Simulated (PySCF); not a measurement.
## Frontier levels across methods

C₃H₄BCl₃.
Atom-mapped SMILES: `[Cl:1]/[CH:2]=[CH:3]\[CH2:4][B:5]([Cl:6])[Cl:7]` (hydrogens: H8 on C2; H9 on C3; H10, H11 on C4)

Geometry (PBE0-D3(BJ)/def2-SVP, Å), atoms numbered from 1 in this order:
```xyz
11
C3H4BCl3 angstrom
Cl    -3.1162   -0.0467   -2.1950
C     -2.3637   -0.5479   -0.7198
C     -1.1418   -1.0776   -0.6545
C     -0.2272   -1.3226   -1.8036
B      1.0732   -0.4483   -1.8655
Cl     1.5156    0.6776   -0.6014
Cl     2.1515   -0.6103   -3.2380
H     -2.9878   -0.3821    0.1600
H     -0.7836   -1.3317    0.3486
H      0.1188   -2.3748   -1.8096
H     -0.7583   -1.1930   -2.7625
```

Basis pcSseg-1 throughout (PySCF), one geometry. One conformer (not necessarily the lowest) at the PBE0-D3(BJ)/def2-SVP geometry, without solvent, vibrations or thermal averaging.

**Question.** How do the orbital energies, the gap and the dipole change with the method?

**Answer.** 
```json
{"method": "B97-D", "kind": "GGA", "HOMO (eV)": "-6.19", "LUMO (eV)": "-2.17", "gap (eV)": "4.02", "μ (D)": "1.59", "SCF cycles": "14"}
{"method": "OPBE", "kind": "GGA", "HOMO (eV)": "-6.22", "LUMO (eV)": "-2.26", "gap (eV)": "3.95", "μ (D)": "1.59", "SCF cycles": "15"}
{"method": "BP86", "kind": "GGA", "HOMO (eV)": "-6.34", "LUMO (eV)": "-2.44", "gap (eV)": "3.90", "μ (D)": "1.58", "SCF cycles": "14"}
{"method": "PBE0", "kind": "global hybrid", "HOMO (eV)": "-7.42", "LUMO (eV)": "-1.44", "gap (eV)": "5.98", "μ (D)": "1.70", "SCF cycles": "14"}
{"method": "BHandHLYP", "kind": "global hybrid", "HOMO (eV)": "-8.43", "LUMO (eV)": "-0.32", "gap (eV)": "8.11", "μ (D)": "1.80", "SCF cycles": "12"}
{"method": "CAM-B3LYP", "kind": "range-separated hybrid", "HOMO (eV)": "-8.71", "LUMO (eV)": "-0.25", "gap (eV)": "8.46", "μ (D)": "1.72", "SCF cycles": "13"}
{"method": "HF", "kind": "Hartree–Fock", "HOMO (eV)": "-9.97", "LUMO (eV)": "2.35", "gap (eV)": "12.33", "μ (D)": "1.99", "SCF cycles": "11"}
```

The HOMO spans 3.78 eV, from B97-D down to HF, and the gap runs from 3.90 eV (BP86) to 12.33 eV (HF). Over the methods B97-D (0 %), OPBE (0 %), BP86 (0 %), PBE0 (25 %), BHandHLYP (50 %), HF (100 %), a straight line through the gap against the share of exact exchange rises by 0.84 eV for each 10 % (correlation coefficient 1.000). The dipole ranges from 1.58 D (BP86) to 1.99 D (HF). This basis has no diffuse functions.
